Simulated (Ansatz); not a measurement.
Co₃S₂⁺. Charge 1, multiplicity 1. Geometry r2SCAN-D4/def2-SVP; atoms count from 1.

```xyz
5

Co    0.6531   -1.4041    0.1184
Co    0.3038    0.6352    0.9476
Co   -0.6669    0.0221   -0.9741
S    -1.7405    0.4684    0.7298
S     1.4505    0.2784   -0.8217
```

The restricted singlet is unstable towards broken spin symmetry at other levels; at PBE0-D4/def2-TZVP this wasn't settled. Another isomer (singlet) lies 0.32 eV lower at PBE0-D4/def2-TZVP; other spin states weren't run for this one.

Question: Estimate the Mulliken populations from the PBE0/def2-TZVP orbitals of Ansatz.

Answer: 
```
atom  charge (e)  d electrons
 Co1        0.52         7.85
 Co2        0.42         7.82
 Co3        0.42         7.82
  S4       -0.23            –
  S5       -0.12            –
```
Mulliken values depend strongly on the basis.

Question: And the Mayer bond orders between heavy atoms (over 0.3)?

Answer: Co1–Co2 0.97 (2.23 Å); Co1–Co3 0.97 (2.23 Å); Co1–S5 0.92 (2.09 Å); Co2–Co3 0.90 (2.24 Å); Co2–S4 1.10 (2.06 Å); Co2–S5 0.86 (2.14 Å); Co3–S4 1.10 (2.06 Å); Co3–S5 0.86 (2.14 Å).
